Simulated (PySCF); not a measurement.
C₃H₅ClF₂O.
Z-matrix (Å and degrees, PBE0-D3(BJ)/def2-SVP geometry), rows numbered from 1:
```
F 
C   1  1.3686
O   2  1.3736  1  110.63
C   3  1.3989  2  115.76  1   -70.05
C   4  1.5147  3  113.83  2   -87.09
F   5  1.3594  4  110.65  3    68.99
Cl  5  1.7759  4  111.45  3   -52.45
H   2  1.1003  1  108.81  3   116.72
H   2  1.1031  1  107.35  3  -122.94
H   4  1.0999  3  107.48  2   153.22
H   4  1.1047  3  111.39  2    35.31
H   5  1.1014  4  110.43  3  -171.10
```

Method: PBE0-D3(BJ)/def2-SVP geometry optimisation, gas phase (PySCF 2.14.0).

Masses are those of the commonest isotopes; rigid-rotor values at the optimised geometry. The values belong to one conformer with, in the numbering `[F:1][CH2:2][O:3][CH2:4][C@H:5]([F:6])[Cl:7]`, F1–C2–O3–C4 -70°, C2–O3–C4–C5 -87°, O3–C4–C5–F6 69°.

(1) What are A, B and C (MHz)?

(2) What kind of rotor is it?

(3) What does the inertial defect say?

(4) Give the other two planar moments, Paa and Pbb, and the rms extents of the mass along the axes.

(5) Where do the levels up to J = 3 lie, in MHz?

(6) Which lines would a microwave search look for?

Answers

(1) Ia = 116.62, Ib = 438.12, Ic = 478.46 u·Å²; 505379 MHz·u·Å²/I gives A = 4334, B = 1154, C = 1056 MHz.

(2) A near-prolate asymmetric top. Ray's parameter κ = (2B − A − C)/(A − C) = -0.941; −1 is the prolate and +1 the oblate limit.

(3) Not planar: Δ = Ic − Ia − Ib = -76.29 u·Å². For a rigid frame Δ = −2 Σ m c², so Σ m c² = 38.14 u·Å² lies off the ab plane: 11.23 from hydrogen and 26.92 from heavier atoms. The atom farthest from that plane is 1.85 Å away.

(4) Paa = Σ m a² = (Ib + Ic − Ia)/2 = 399.98 and Pbb = Σ m b² = (Ia + Ic − Ib)/2 = 78.48 u·Å². With the mass M = 130.00 u, the rms extents √(P/M) along a, b and c are 1.75, 0.78, 0.54 Å.

(5) Above 0(0,0):
J = 1: 1(0,1) 2210, 1(1,1) 5390, 1(1,0) 5487
J = 2: 2(0,2) 6627, 2(1,2) 9712, 2(1,1) 10004, 2(2,1) 19544, 2(2,0) 19546
J = 3: 3(0,3) 13248, 3(1,3) 16194, 3(1,2) 16778, 3(2,2) 26173, 3(2,1) 26184, 3(3,1) 42318, 3(3,0) 42318
Those of J = 1 are B + C, A + C and A + B.

(6) The dipole components are |μa| = 0.44 D, |μb| = 0.63 D, |μc| = 1.18 D. Intensities carry the squares of the components, which stand as 0.14 : 0.29 : 1.00 (a : b : c). Some lines, for components of 0.1 D or more:

```json
{"type": "b", "branch": "R", "J(Ka,Kc)": "2(0,2) ← 1(1,1)", "MHz": "1237", "lower level (cm⁻¹)": "0.180"}
{"type": "a", "branch": "R", "J(Ka,Kc)": "1(0,1) ← 0(0,0)", "MHz": "2210", "lower level (cm⁻¹)": "0.000"}
{"type": "c", "branch": "Q", "J(Ka,Kc)": "2(1,2) ← 2(0,2)", "MHz": "3085", "lower level (cm⁻¹)": "0.221"}
{"type": "c", "branch": "Q", "J(Ka,Kc)": "1(1,1) ← 1(0,1)", "MHz": "3180", "lower level (cm⁻¹)": "0.074"}
{"type": "b", "branch": "Q", "J(Ka,Kc)": "1(1,0) ← 1(0,1)", "MHz": "3277", "lower level (cm⁻¹)": "0.074"}
{"type": "b", "branch": "Q", "J(Ka,Kc)": "2(1,1) ← 2(0,2)", "MHz": "3377", "lower level (cm⁻¹)": "0.221"}
{"type": "a", "branch": "R", "J(Ka,Kc)": "2(1,2) ← 1(1,1)", "MHz": "4322", "lower level (cm⁻¹)": "0.180"}
{"type": "a", "branch": "R", "J(Ka,Kc)": "2(0,2) ← 1(0,1)", "MHz": "4417", "lower level (cm⁻¹)": "0.074"}
{"type": "a", "branch": "R", "J(Ka,Kc)": "2(1,1) ← 1(1,0)", "MHz": "4517", "lower level (cm⁻¹)": "0.183"}
{"type": "b", "branch": "R", "J(Ka,Kc)": "1(1,1) ← 0(0,0)", "MHz": "5390", "lower level (cm⁻¹)": "0.000"}
{"type": "c", "branch": "R", "J(Ka,Kc)": "1(1,0) ← 0(0,0)", "MHz": "5487", "lower level (cm⁻¹)": "0.000"}
{"type": "b", "branch": "R", "J(Ka,Kc)": "2(1,2) ← 1(0,1)", "MHz": "7502", "lower level (cm⁻¹)": "0.074"}
{"type": "c", "branch": "R", "J(Ka,Kc)": "2(1,1) ← 1(0,1)", "MHz": "7794", "lower level (cm⁻¹)": "0.074"}
{"type": "c", "branch": "Q", "J(Ka,Kc)": "2(2,1) ← 2(1,1)", "MHz": "9540", "lower level (cm⁻¹)": "0.334"}
{"type": "b", "branch": "Q", "J(Ka,Kc)": "2(2,0) ← 2(1,1)", "MHz": "9542", "lower level (cm⁻¹)": "0.334"}
{"type": "b", "branch": "Q", "J(Ka,Kc)": "2(2,1) ← 2(1,2)", "MHz": "9832", "lower level (cm⁻¹)": "0.324"}
{"type": "b", "branch": "R", "J(Ka,Kc)": "2(2,1) ← 1(1,0)", "MHz": "14057", "lower level (cm⁻¹)": "0.183"}
{"type": "c", "branch": "R", "J(Ka,Kc)": "2(2,0) ← 1(1,0)", "MHz": "14059", "lower level (cm⁻¹)": "0.183"}
{"type": "c", "branch": "R", "J(Ka,Kc)": "2(2,1) ← 1(1,1)", "MHz": "14154", "lower level (cm⁻¹)": "0.180"}
{"type": "b", "branch": "R", "J(Ka,Kc)": "2(2,0) ← 1(1,1)", "MHz": "14156", "lower level (cm⁻¹)": "0.180"}
```

Stationary, but not proved a minimum. Zero-point vibration and centrifugal distortion are left out. Quadrupole hyperfine structure (35Cl) is left out.
